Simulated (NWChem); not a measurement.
System: C$_{4}$H$_{6}$OS; SMILES C/C=C1/OCS1

Here is an NWChem input.

```
start job
memory heap 200 mb stack 900 mb global 1100 mb
geometry units angstroms noautosym nocenter noautoz
  C      0.336070    -2.548318    -0.002195
  C     -0.692703    -1.468180    -0.001194
  C     -0.403904    -0.168519    -0.000371
  O     -1.269283     0.889950    -0.000049
  C     -0.310591     1.928034     0.003283
  S      1.111355     0.766381     0.000302
  H      0.240440    -3.204640     0.879055
  H      1.357035    -2.134886     0.005586
  H      0.250073    -3.194257    -0.892244
  H     -1.755764    -1.728566    -0.001639
  H     -0.372347     2.554548    -0.900900
  H     -0.372324     2.548791     0.911511
end
basis spherical
  * library pcsseg-1
end
dft
  xc pbe0
  iterations 150
end
property
  shielding 10 1 2 3 4 5 6 7 8 10 11
end
task dft property
```

NWChem printed, in part:

```
             Northwest Computational Chemistry Package (NWChem) 7.3.0
             --------------------------------------------------------

                             Geometry "geometry" -> ""
                             -------------------------

 Output coordinates in angstroms (scale by  1.889725989 to convert to a.u.)

  No.       Tag          Charge          X              Y              Z
 ---- ---------------- ---------- -------------- -------------- --------------
    1 C                    6.0000     0.33607000    -2.54831800    -0.00219500
    2 C                    6.0000    -0.69270300    -1.46818000    -0.00119400
    3 C                    6.0000    -0.40390400    -0.16851900    -0.00037100
    4 O                    8.0000    -1.26928300     0.88995000    -0.00004900
    5 C                    6.0000    -0.31059100     1.92803400     0.00328300
    6 S                   16.0000     1.11135500     0.76638100     0.00030200
    7 H                    1.0000     0.24044000    -3.20464000     0.87905500
    8 H                    1.0000     1.35703500    -2.13488600     0.00558600
    9 H                    1.0000     0.25007300    -3.19425700    -0.89224400
   10 H                    1.0000    -1.75576400    -1.72856600    -0.00163900
   11 H                    1.0000    -0.37234700     2.55454800    -0.90090000
   12 H                    1.0000    -0.37232400     2.54879100     0.91151100

 Effective nuclear repulsion energy (a.u.)     287.2282975073

                              NWChem Property Module
                              ----------------------

  itol2e modified to match energy
  convergence criterion.

                                 NWChem DFT Module
                                 -----------------

 Summary of "ao basis" -> "ao basis" (spherical)
 ------------------------------------------------------------------------------
       Tag                 Description            Shells   Functions and Types
 ---------------- ------------------------------  ------  ---------------------
 C                          pcsseg-1                 7       17   3s3p1d
 O                          pcsseg-1                 7       17   3s3p1d
 S                          pcsseg-1                10       24   4s5p1d
 H                          pcsseg-1                 3        5   2s1p

  itol2e modified to match energy
  convergence criterion.

[...]

          -----------------------------------------
          Chemical Shielding Tensors (GIAO, in ppm)
          -----------------------------------------

                                NWChem CPHF Module
                                ------------------

  scftype          =     RHF
  nclosed          =       27
  nopen            =        0
  variables        =     3024
  # of vectors     =        3
  tolerance        = 0.10D-03
  level shift      = 0.00D+00
  max iterations   =       50
  max subspace     =       30

 SCF residual:    2.8678034349302556E-005

Iterative solution of linear equations
  No. of variables     3024
  No. of equations        3
  Maximum subspace       30
        Iterations       50
       Convergence  1.0D-04

   iter   nsub   residual    time
   ----  ------  --------  ---------
     1      3    8.45D-01      75.9
     2      6    6.70D-02      82.0
     3      9    6.39D-03      88.1
     4     12    2.94D-04      94.2
     5     15    2.21D-05     100.2

      Atom:    1  C
        Diamagnetic
    249.4547     -8.4403     -0.0059
     -8.4403    252.9584      0.0176
     -0.0059      0.0176    240.8275

        Paramagnetic
    -78.2259     -3.0159      0.0053
     -3.0159    -81.0993     -0.0426
      0.0053     -0.0426    -65.6494

        Total Shielding Tensor
    171.2288    -11.4562     -0.0006
    -11.4562    171.8591     -0.0250
     -0.0006     -0.0250    175.1781

           isotropic =     172.7553
          anisotropy =      15.3738

          Principal Components and Axis System
                 1           2           3
              183.0045    175.1781    160.0834

      1        -0.6973     -0.0024      0.7168
      2         0.7168      0.0008      0.6973
      3        -0.0022      1.0000      0.0012

      Atom:    2  C
        Diamagnetic
    253.2138     -4.5520     -0.0065
     -4.5520    274.9297      0.0111
     -0.0065      0.0111    234.4770

        Paramagnetic
   -248.4056     40.2554     -0.0065
     40.2554   -163.8223     -0.0367
     -0.0065     -0.0367    -80.0986

        Total Shielding Tensor
      4.8082     35.7034     -0.0129
     35.7034    111.1074     -0.0257
     -0.0129     -0.0257    154.3783

           isotropic =      90.0980
          anisotropy =      96.4206

          Principal Components and Axis System
                 1           2           3
              154.3784    121.9860     -6.0704

      1        -0.0003      0.2915      0.9566
      2        -0.0008      0.9566     -0.2915
      3         1.0000      0.0009      0.0000

      Atom:    3  C
        Diamagnetic
    266.8222     -2.6367     -0.0018
     -2.6367    270.1801      0.0028
     -0.0018      0.0028    238.4514

        Paramagnetic
   -325.2174     22.5116      0.1143
     22.5116   -208.4903     -0.0548
      0.1143     -0.0548   -162.6919

        Total Shielding Tensor
    -58.3952     19.8749      0.1125
     19.8749     61.6899     -0.0520
      0.1125     -0.0520     75.7595

           isotropic =      26.3514
          anisotropy =      74.1125

          Principal Components and Axis System
                 1           2           3
               75.7597     64.8937    -61.5992

      1         0.0004      0.1592      0.9873
      2        -0.0032      0.9872     -0.1592
      3         1.0000      0.0031     -0.0009

      Atom:    4  O
        Diamagnetic
    394.5628     -1.4135      0.0345
     -1.4135    415.6842      0.0789
      0.0345      0.0789    375.7665

[...]
```

Level: PBE0/pcSseg-1, GIAO. All runs use the structure optimised with PBE0/def2-SVP. The output numbers the shielded atoms by their place in the input's list. The printed shielding anisotropy is the first printed principal value minus the mean of the other two.
